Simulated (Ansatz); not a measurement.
A set of 12 reactions (silylene extrusion), with CCSD(T)/CBS values in kJ/mol:

```tsv
reaction	ΔE
`O[SiH2]S[SiH2]F` → `O[SiH2]S` + `F[SiH]`	276.7
`[SiH3]COCS` → `COCS` + `[SiH2]`	220.4
`CB[SiH](C)Cl` → `BC` + `C[Si]Cl`	174.9
`CB[SiH](C)Cl` → `CBC` + `[SiH]Cl`	177.3
`N[Si](O)(O)I` → `OI` + `N[Si]O`	493.1
`CO[Si](O)(F)Cl` → `CO[Si]Cl` + `OF`	823.9
`CC[Si](Cl)(Cl)Cl` → Cl₂ + `CC[Si]Cl`	571.5
`CC(F)C[SiH3]` → `CC(C)F` + `[SiH2]`	226.1
`F[SiH](F)S[SiH](Cl)Cl` → `F[Si]F` + `S[SiH](Cl)Cl`	207.8
`C[CH]([SiH3])[InH2]` → `C[CH2][InH2]` + `[SiH2]`	245.6
`F[SiH](F)S[SiH](Cl)Cl` → `Cl[Si]Cl` + `F[SiH](F)S`	208.8
`C=C1OC1[SiH3]` → `C=C1CO1` + `[SiH2]`	228.9
```

Program: Ansatz. Geometries: PBE0-D4/def2-TZVP. ΔE: electronic, gas phase. CCSD(T)/CBS is the MP2 limit (def2-TZVPP, def2-QZVPP) plus CCSD(T) − MP2 in def2-TZVPP, frozen cores. This one scheme is used for every species. DFT in def2-TZVPP. B3LYP here is the variant with VWN-RPA as its local correlation; programs differ in this. def2 core potentials past Kr. For I, In outer-core shells are correlated without core-valence functions, which leaves a few kJ/mol of doubt a bond. One conformer a species, not always the lowest.

(1) Give the mean, mean absolute and largest difference (level minus CCSD(T)/CBS, kJ/mol) for: r2SCAN-D4, B3LYP-D4, ωB97X-V, ωB97M-V, B2PLYP, r2SCAN, PBE0, B3LYP, HF/def2-TZVPP, MP2/def2-TZVPP, SCS-MP2/def2-TZVPP, CCSD/def2-TZVPP, CCSD(T)/def2-TZVPP, SCS-MP2/def2-QZVPP. (An estimate is asked.)

The largest T1 diagnostic in the set is 0.015, for `F[SiH]` (customary mark 0.02).

CCSD(T)/CBS is a level of theory with its own doubt, and the functionals carry their triple-zeta basis error, so these figures describe this set and don't rank the functionals.

Answers

(1) Ansatz gave: 
```csv
level,mean,mean absolute,largest
r2SCAN-D4,14.6,15.7,20.5
B3LYP-D4,-12.7,12.7,-37.2
ωB97X-V,5.9,8.2,-13.8
ωB97M-V,-9.3,9.3,-24.1
B2PLYP,-12.1,12.1,-18.9
r2SCAN,11.6,13.1,17.7
PBE0,-3.4,6.1,-29.7
B3LYP,-30.1,30.1,-49.0
HF/def2-TZVPP,-10.9,20.0,37.6
MP2/def2-TZVPP,16.1,16.1,34.0
SCS-MP2/def2-TZVPP,1.3,2.6,11.0
CCSD/def2-TZVPP,-9.0,9.0,-15.9
CCSD(T)/def2-TZVPP,-7.1,7.1,-13.4
SCS-MP2/def2-QZVPP,5.9,5.9,16.7
```
